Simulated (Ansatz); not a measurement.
Stepwise reaction of `[O]=[V]([OH])([Cl])[Cl]` with water, as a gas-phase model of exchange steps in deposition or etching. ΔE in kJ/mol; ΔG adds harmonic PBE0-D4 terms to CCSD(T)/CBS, at 1 bar.

Program: Ansatz. Geometries: PBE0-D4/def2-TZVP. ΔE: electronic, gas phase. CCSD(T)/CBS is the MP2 limit (def2-TZVPP, def2-QZVPP) plus CCSD(T) − MP2 in def2-TZVPP, frozen cores. This one scheme is used for every species. Functionals use def2-TZVPP. B3LYP here is the variant with VWN-RPA as its local correlation; programs differ in this. For V outer-core shells are correlated without core-valence functions, which leaves a few kJ/mol of doubt a bond. Scalar relativity is left out up to krypton. One conformer a species, not always the lowest.

```tsv
step	reaction	PBE-D4	B3LYP-D4	ωB97M-V	CCSD(T)/CBS	ΔG(600 K)
2	`[O]=[V]([OH])([OH])[Cl]` + H₂O → `[O]=[V]([OH])([OH])[OH]` + HCl	27.4	26.2	24.8	28.6	28.7
```

Give the row of step 1, `[O]=[V]([OH])([Cl])[Cl]` + H₂O → `[O]=[V]([OH])([OH])[Cl]` + HCl. (Estimate.)

Ansatz gave: 
```csv
step,reaction,PBE-D4,B3LYP-D4,ωB97M-V,CCSD(T)/CBS,ΔG(600 K)
1,`[O]=[V]([OH])([Cl])[Cl]` + H₂O → `[O]=[V]([OH])([OH])[Cl]` + HCl,18.1,16.9,14.3,20.0,16.6
```

By hand: ΔE of the 2 steps together at CCSD(T)/CBS.

(20.0) + (28.6) = 48.6 kJ/mol, or 24.3 kJ/mol a step.

In ΔE each step is higher than the one before. All are uphill at CCSD(T)/CBS. ΔG lies between 16.6 and 28.7 kJ/mol a step. PBE-D4 differs from CCSD(T)/CBS by -1.9 to -1.2 kJ/mol a step. Isolated molecules leave out the surface, adducts and barriers. Largest T1 diagnostic: 0.032.
